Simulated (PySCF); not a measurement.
## Spin states and ions at one geometry of [Pb(N2)2]2+

PySCF 2.14.0, RKS B3LYP, Pb def2-SVP with ECP60, N def2-SVP; non-relativistic Hamiltonian with scalar-relativistic core potentials where named; density fitting; no spin-orbit coupling; singlets restricted, open shells unrestricted. The geometry is relaxed for charge +2, singlet, vacuum:

```xyz
5

Pb    0.0000    0.0000    0.0000
N     0.0000    0.0000    2.7045
N     0.0000    0.0000    3.8065
N     0.0000    0.0000   -2.7045
N     0.0000    0.0000   -3.8065
```

Energies count from the relaxed state; an electron taken off or put on is at rest in vacuum. Charges and spins are Mulliken's.

```csv
state,energy (eV),spin squared,charge on Pb1 (e),spin on Pb1 (e),dipole about the centre of mass (D)
"charge +2, singlet, vacuum",0.00,0.00,1.71,0.00,0.00
"charge +2, triplet, vacuum",5.83,2.00,1.14,1.15,0.01
"charge +1, doublet, vacuum",-12.62,0.75,0.83,0.97,0.00
```

Question: What does the state charge +3, doublet, vacuum give?

Answer: energy (eV) 23.33, spin squared 0.76, charge on Pb1 (e) 1.85, spin on Pb1 (e) 0.02, dipole about the centre of mass (D) 0.00.

With an electron taken off (doublet) the charges change, summed by element, by Pb +0.14 e, N +0.86 e. The vertical ionisation energy is 23.33 eV, against −ε(HOMO) = 20.94 eV of the relaxed state. The level lies 2.4 eV too high, as is usual for semilocal functionals and global hybrids, which keep a self-interaction error.

With an electron put on (doublet) the charges change, summed by element, by Pb -0.87 e, N -0.13 e. The vertical electron affinity is 12.62 eV, against −ε(LUMO) = 15.10 eV of the relaxed state.

Open shells may have lower solutions than those found.

A frequency check found unstable modes (2, the lowest at -24 cm⁻¹), so the relaxed geometry is a saddle point, or these are noise.
